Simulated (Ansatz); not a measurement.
Reaction (atomization): `C[NH][GeH2][F]` → C• + F• + Ge• + 6 H• + N•

Calculated with Ansatz (gas phase, PBE0-D4/def2-TZVP geometries, no zero-point term in ΔE). CCSD(T)/CBS is the MP2 limit (def2-TZVPP, def2-QZVPP) plus CCSD(T) − MP2 in def2-TZVPP, frozen cores. This one scheme is used for every species, atoms too. Open shells (•) are unrestricted, without spin–orbit coupling. Spin–orbit coupling would lower the free atoms: a little for C, F; clearly for Ge. Bonds to Ge are less sure, by a few kJ/mol each and by 10 to 20 or more in all where they break to atoms, as the def2 sets lack core-valence functions. Scalar relativity is left out up to krypton. One conformer a species, not always the lowest.

```tsv
species	MP2/def2-SVP energy (Eh)
`C[NH][GeH2][F]`	-2270.97265
C•	-37.69532
F•	-99.42243
Ge•	-2075.22946
H•	-0.49928
N•	-54.40612
```

Question: Work out ΔE.

Answer: ΔE = 6 × (-0.49928) + (-37.69532) + (-99.42243) + (-2075.22946) + (-54.40612) − (-2270.97265) = 1.22364 Eh = +3212.7 kJ/mol. CCSD(T)/CBS gives +3400.9 kJ/mol.

Largest T1 diagnostic among the species: 0.011.

From r2SCAN to r2SCAN0 (25 % exact exchange), in def2-TZVPP and without D4, ΔE moves by −56.0 kJ/mol: exact exchange takes away binding that semilocal exchange gives to molecules. At CCSD(T), def2-SVP lies −213.1 kJ/mol from the extrapolated value and def2-TZVPP −84.5 kJ/mol: correlation converges slowly with the basis, and small sets miss more of it in the bonded molecule than in its fragments. In def2-TZVPP, CCSD(T) changes the Hartree–Fock value by +908.7 kJ/mol (the triples alone add +46.7 kJ/mol) and MP2 by +942.6 kJ/mol; breaking electron pairs costs correlation energy, which Hartree–Fock lacks.

For atomizations the MP2-based limit and the directly extrapolated one differ by several kJ/mol either way, and by 10 to 25 for some Ge, Se and Sn compounds, so smaller differences from it don't rank the levels.
